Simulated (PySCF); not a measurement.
**Excitation energy of V²⁺ by level of theory**

V²⁺ [Ar] 3d3 (4F) → V²⁺ [Ar] 3d2 4p1 (high-spin determinant), as a difference of total energies. All numbers are calculated (PySCF 2.14, the non-relativistic Hamiltonian (point nucleus), in aug-cc-pwCVTZ (10s9p7d4f3g, 127 functions)). Correlated levels: valence: [Ar] frozen; valence and next inner shell: [Ne] frozen; nothing frozen. The calculations carry no spin-orbit coupling.

| method | excitation energy (eV) |
| --- | --- |
| UHF | 10.373 |
| LDA | 10.952 |
| PBE | 10.756 |
| PBE0 | 10.844 |
| r2SCAN | 11.032 |
| BLYP | 10.661 |
| M06-2X | 10.646 |
| PW91 | 10.798 |
| MP2 (valence) | 10.641 |
| SCS-MP2 (valence) | 10.462 |
| MP2 (valence and next inner shell) | 10.981 |
| SCS-MP2 (valence and next inner shell) | 10.801 |
| MP2 (all electrons) | 11.005 |
| SCS-MP2 (all electrons) | 10.816 |

**Question.** How much does correlation contribute at MP2 (all electrons)?

**Answer.** 11.005 − (10.373) = 0.632 eV, measured against UHF.

A first-order spin-orbit estimate (lowest level to lowest level, LS coupling) adds -0.031 eV.

The determinant of the upper state mixes LS terms, which raises its energy above the lowest term, most at the Hartree-Fock and MP2 levels.
